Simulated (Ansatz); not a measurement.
`CB(C)[SiH2]F` + H₂Se → `CB(C)[SeH]` + `F[SiH3]` at 600 K and 1 bar (cleavage of the B–Si bond).

Calculated with Ansatz (gas phase, PBE0-D4/def2-TZVP geometries, no zero-point term in ΔE). CCSD(T)/CBS adds triple-zeta CCSD(T) − MP2 to the extrapolated MP2 energy (def2 sets, frozen cores). This one scheme is used for every species. For Se outer-core shells are correlated without core-valence functions, which leaves a few kJ/mol of doubt a bond. Scalar relativity is left out up to krypton. Each species was taken in one conformer, which may not be the lowest.

```csv
species,CCSD(T)/CBS energy (Eh),H − E (kJ/mol),S (J/(mol·K))
`CB(C)[SiH2]F`,-494.64628,324.9,479.5
H₂Se,-2401.89790,57.0,244.8
`CB(C)[SeH]`,-2505.86300,283.9,430.1
`F[SiH3]`,-390.72345,101.0,280.0
```

H − E and S are ideal-gas, rigid-rotor, harmonic terms from PBE0-D4/def2-TZVP, for one conformer and one mirror image of each species. 1 Eh = 2625.50 kJ/mol, R = 8.31446 J/(mol·K).

**Question.** By hand: ΔE, ΔH, ΔS and ΔG.

**Answer.** ΔE = (-2505.86300) + (-390.72345) − (-494.64628) − (-2401.89790) = -0.04227 Eh = -111.0 kJ/mol. Δ(H − E) = 283.9 + 101.0 − 324.9 − 57.0 = 3.0, so ΔH = -108.0 kJ/mol. ΔS = 430.1 + 280.0 − 479.5 − 244.8 = -14.2 J/(mol·K). ΔG = -108.0 − 600 × (-14.2)/1000 = -99.5 kJ/mol.

**Question.** By hand: the equilibrium constant, and the temperature at which ΔG would vanish if ΔH and ΔS stayed fixed.

**Answer.** log₁₀ K = −ΔG/(RT ln 10) = 8.7. ΔG = 0 at ΔH/ΔS = 7606 K, far beyond where these terms or the molecules hold.

The number of gas molecules stays the same, so ΔS is small and ΔH decides. A doubt of 5 kJ/mol in ΔE shifts log₁₀ K by 0.4 here. Other conformers and mirror images would add mixing entropy, several J/(mol·K) or more a flexible species. Modes under 60 cm⁻¹, often nearly free rotors, make the harmonic entropy too high. These are equilibria of isolated gas molecules and say nothing of rates. Largest T1 diagnostic: 0.011 (customary marks: 0.02 for closed shells, 0.045 for open ones).
